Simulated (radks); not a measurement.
Spherical quantum dot in the effective-mass picture: electrons in a hard-walled sphere of radius 1.43, all in effective atomic units (hartree* = m*/eps^2 hartree, bohr* = eps/m* bohr), one dielectric constant everywhere. Calculated with a radial shooting solver with Libxc functionals: non-relativistic Kohn-Sham, LDA (Slater exchange, Perdew-Wang correlation), spin-polarised, spherical densities. Levels are named by radial order and angular momentum (1s, 1p, 1d, 2s, ...), and open shells are averaged over m. Results are scaled to m* = 0.04 and eps = 15.3, for which hartree* = 4.65 meV and bohr* = 20.24 nm.

N = 19, configuration 1s2 1p6 1d10 2s(up 1, down 0). This is the lowest configuration that the search found. Occupied and some empty levels:

| level | occupation | eigenvalue (meV) | <r> (nm) |
|---|---|---|---|
| 1s up | 1 | 96.000 | 17.02 |
| 1s down | 1 | 96.270 | 17.13 |
| 1p up | 3 | 104.29 | 18.68 |
| 1p down | 3 | 104.43 | 18.71 |
| 1d up | 5 | 116.60 | 19.79 |
| 1d down | 5 | 116.70 | 19.79 |
| 2s up | 1 | 130.37 | 13.57 |
| 2s down | 0 | 131.35 | 13.61 |
| 1f up | 0 | 132.44 | 20.61 |
| 1f down | 0 | 132.53 | 20.61 |
| 1g up | 0 | 151.51 | 21.25 |
| 1g down | 0 | 151.60 | 21.25 |
| 2p up | 0 | 152.13 | 15.31 |
| 2p down | 0 | 152.69 | 15.36 |

Energy (meV): total 1328.95, kinetic 605.29, external 0, Hartree 815.43, exchange-correlation -91.767.
